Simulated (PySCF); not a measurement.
A series of substituents X on one scaffold: SiH2Cl-X. Gas-phase values, no solvent. One relaxed conformer stands for each flexible species; it need not be the lowest. Strings in code marks are SMILES.

All values below come from PBE0-D4/def2-TZVP in PySCF. All candidates: neutral, multiplicity 1. Excitations are Tamm–Dancoff values on a coarser integration grid. The basis has no diffuse functions, so Rydberg states are missing or too high.

- S1 excitation (TDA): 7.45 eV
- T1 excitation (TDA): 7.08 eV
- HOMO: -8.46 eV

### Question
Say which member has these values.
(A) `CN(C)[SiH2]Cl` (C–N–Si–Cl torsion 79°)
(B) `CC[SiH2]Cl` (C–C–Si–Cl torsion 61°)
(C) `O=C[SiH2]Cl` (O–C–Si–Cl torsion 180°)
(D) `N[SiH2]Cl`

### Answer
B, `CC[SiH2]Cl` (C–C–Si–Cl torsion 61°). The others give `N[SiH2]Cl`: 6.98 eV, 6.48 eV, -8.05 eV; `CN(C)[SiH2]Cl` (C–N–Si–Cl torsion 79°): 6.24 eV, 5.89 eV, -6.88 eV; `O=C[SiH2]Cl` (O–C–Si–Cl torsion 180°): 3.25 eV, 2.46 eV, -7.42 eV
